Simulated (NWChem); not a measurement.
PbICl, singlet; SMILES [Cl][Pb][I]

Computed with NWChem. Medium grid unless said otherwise, to which SCAN and Minnesota functionals are sensitive. Low-valent species are run as closed-shell singlets; no triplet was tried in these runs. Structure relaxed at the PBE-D3(BJ)/def2-SVP level. def2 effective core potentials on I, Pb; no spin-orbit coupling. Hybrids' shares of exact exchange are those that their runs print; pure functionals count as 0. The functionals differ in more than this share.

```csv
row,share of exact exchange,orbital gap (eV)
PBE/def2-SVP,0.00,2.40
KT2/def2-SVP,0.00,2.39
TPSSh/def2-SVP,0.10,3.20
B3LYP/def2-SVP,0.20,3.60
B97-2/def2-SVP,0.21,3.80
r2SCAN0/def2-SVP,0.25,4.29
BHandHLYP/def2-SVP,0.50,withheld
```

**Question.** Fit a straight line of the last column on the one before it, predict the withheld value, and compare with the run.

**Answer.** 
1. Means of the 6 shown rows: x = 0.127, y = 3.280. Slope Σ(x − x̄)(y − ȳ)/Σ(x − x̄)² = 0.4177/0.06033 = 6.923; intercept 2.403.
2. The shown rows scatter about the line by 0.111 (root mean square); the largest residual is -0.19, at B3LYP/def2-SVP.
3. At x = 0.50 (BHandHLYP/def2-SVP; beyond the shown range) the line gives 5.86.
4. The run gives 5.59, -0.27 from the line, 2.4 times the scatter.
